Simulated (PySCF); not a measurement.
**Orbital picture of LaBr**

UHF at R = 2.709 Å; basis La x2c-SVPall, Br x2c-SVPall; spin-free X2C with a Gaussian nucleus; PySCF 2.14. State: triplet, about 0.0 electrons in the 4f shell (Mulliken). Only the outer orbitals are listed, counted within each symmetry.

| spin | orbital | occ. | ε (eV) | on La (%) | main shells (%) |
| --- | --- | --- | --- | --- | --- |
| α | 18σ | 1 | -25.70 | 20 | 80 Br s, 18 La p |
| α | 19σ | 1 | -11.07 | 13 | 87 Br p, 8 La d |
| α | 10π | 1 | -10.48 | 8 | 92 Br p |
| α | 10π | 1 | -10.48 | 8 | 92 Br p |
| α | 4δ | 1 | -6.39 | 100 | 100 La d |
| α | 20σ | 1 | -5.49 | 100 | 80 La s, 12 La d |
| α | 11π | 0 | 0.62 | 100 | 66 La p, 33 La d |
| α | 11π | 0 | 0.62 | 100 | 66 La p, 33 La d |
| α | 21σ | 0 | 0.72 | 98 | 51 La d, 39 La p |
| β | 9π | 1 | -27.51 | 100 | 100 La p |
| β | 9π | 1 | -27.51 | 100 | 100 La p |
| β | 18σ | 1 | -25.71 | 23 | 77 Br s, 22 La p |
| β | 19σ | 1 | -11.07 | 12 | 88 Br p |
| β | 10π | 1 | -10.53 | 6 | 94 Br p |
| β | 10π | 1 | -10.53 | 6 | 94 Br p |
| β | 20σ | 0 | 0.11 | 100 | 90 La s, 9 La p |
| β | 21σ | 0 | 1.78 | 98 | 57 La d, 39 La p |
| β | 11π | 0 | 2.02 | 99 | 64 La d, 34 La p |

Which are the highest filled and the lowest empty level, where do they sit, and how wide is the gap?

Highest filled α 20σ at -5.49 eV (in %: 80 La s, 12 La d); lowest empty β 20σ at 0.11 eV (in %: 90 La s, 9 La p); the gap at UHF is 5.60 eV. An empty level above zero is unbound, and its energy depends on the basis.

```
bond order (Mayer)                               : 0.93
⟨S²⟩                                             : 2.006
charge on La (Mulliken, basis-dependent)         : 0.48
charge on La (Löwdin, basis-dependent)           : 0.08
dipole moment (positive dipole means La(−)Br(+)) : -5.03 D
```

Spin–orbit coupling is left out. With d or f electrons several states lie close, and the lowest PBE0 determinant need not be the measured ground state.
